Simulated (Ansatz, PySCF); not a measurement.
Species: sum formula SiHClF (charge -1, singlet). It need not be the lowest isomer of its formula. Whether it binds its extra electron was not tested at this geometry. 
Structure (B3LYP-D3(BJ)/def2-TZVP (Ansatz, a first-principles code) minimum search):
```
Si
F 1 1.6817
H 1 1.5533 2 95.98
Cl 1 2.2819 3 92.30 2 98.64
```
Charge -1, spin multiplicity 1.

Total electronic energies in hartree. Correlated levels leave the core frozen unless marked. No spin-orbit coupling. Non-relativistic unless marked X2C. CBS(X,Y): correlation extrapolated as X^-3; Hartree-Fock from the larger set. [CCSD(T)-MP2]/basis is that difference in the basis named.

```tsv
level	program	energy (Eh)
HF/6-31G	Ansatz	-848.45274
HF/6-31G*	Ansatz	-848.51846
RI-HF/cc-pV(T+d)Z	Ansatz	-848.63467
BLYP-D3(BJ)/def2-TZVPD	Ansatz + dftd3	-850.33760
revPBE/def2-TZVPD	Ansatz	-850.15883
TPSS-D3(BJ)/def2-TZVPD	PySCF + dftd3	-850.39107
M06-L-D4/def2-TZVPD	PySCF + dftd4	-850.30399
r2SCAN-D3(BJ)/def2-TZVPD	Ansatz + dftd3	-850.23907
PBE0-D4/def2-TZVPD	Ansatz + dftd4	-849.97063
PBE0/def2-TZVP	Ansatz	-849.96134
r2SCANh/def2-TZVPD	Ansatz	-850.22927
PW6B95-D4/def2-TZVPD	PySCF + dftd4	-851.06105
MN15/def2-TZVPD	PySCF	-850.05361
HSE06-D4/def2-TZVPD	Ansatz + dftd4	-849.95212
MP2/cc-pV(D+d)Z	Ansatz	-848.98553
MP2/cc-pVTZ	Ansatz	-849.19775
SCS-MP2/cc-pVTZ	Ansatz	-849.19051
CCSD/6-31G*	Ansatz	-848.92544
CCSD/cc-pV(D+d)Z	Ansatz	-849.01639
CCSD/cc-pVTZ	Ansatz	-849.22694
CCSD(T)/cc-pV(T+d)Z	Ansatz	-849.25281
X2C-CCSD(T)/cc-pVTZ-DK	Ansatz	-851.34542
RI-MP2/CBS(aug-cc-pV(T+d)Z,aug-cc-pV(Q+d)Z)+[CCSD(T)-MP2]/aug-cc-pV(T+d)Z	Ansatz	-849.3731
```

Totals of different functionals don't rank their quality; only differences between species are comparable.
